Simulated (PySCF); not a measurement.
**Removing the step error of a finite difference**

System: Cl$_{3}$In, singlet, at a GFN2-xTB geometry (such geometries of metal compounds can be far from the true shape) (core potentials on In). Level: PBE0/def2-SVP, polarisability (PySCF). Sums are taken with unrounded values, so a last digit can differ.

Second differences of the energy in a field along z gave a polarisability along z of 56.218 bohr³ at step 0.005 and 56.372 bohr³ at step 0.02 (atomic units).

**Question.** Extrapolate to zero step.

**Answer.** The leading error of a symmetric difference goes as h², so A(h) = A0 + c h². Then c = (56.372 - (56.218))/(0.02² - 0.005²) = 411 (atomic units) and A0 = 56.218 - c × 0.005² = 56.207 bohr³. The analytic value from the same program and level is 56.207 bohr³: the smaller step missed it by 0.010, the extrapolation by 0.000.
